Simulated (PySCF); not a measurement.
Molecule: C4H5OSi (charge 0, doublet). It need not be the lowest isomer of its formula. SMILES: [SiH2]c1ccoc1
Geometry from a B3LYP-D3(BJ)/def2-TZVP (Ansatz) optimisation:
```
C
C 1 1.3675
O 2 1.3570 1 111.40
C 3 1.3657 2 106.73 1 -0.27
C 4 1.3510 3 110.34 2 -0.04
H 4 1.0754 5 133.77 1 -179.39
H 2 1.0761 3 115.82 4 -179.84
H 5 1.0771 4 126.29 6 0.15
Si 1 1.8412 2 127.02 7 -3.48
H 9 1.4847 1 111.14 2 146.11
H 9 1.4848 10 111.31 1 123.79
```
Charge 0, spin multiplicity 2.

Dispersion corrections to the total energy (kcal/mol) from the dftd3 and dftd4 libraries through PySCF: D3(BJ) without and D4 with the three-body term, each with the damping fitted for the functional named.

| functional | D3(BJ) | D4 |
|---|---|---|
| B2GP-PLYP | ___ | -2.86 |
| LC-wPBE | -6.23 | -7.53 |
| BP86 | -10.62 | -9.09 |
| PBE0 | -5.64 | -5.70 |
| CAM-B3LYP | -5.24 | ___ |
| r2SCAN | -1.80 | -1.66 |
| BHLYP | -9.08 | ___ |

### Question
What belongs in the gaps?

### Answer

- B2GP-PLYP, D3(BJ): -4.48
- CAM-B3LYP, D4: -5.77
- BHLYP, D4: -8.14
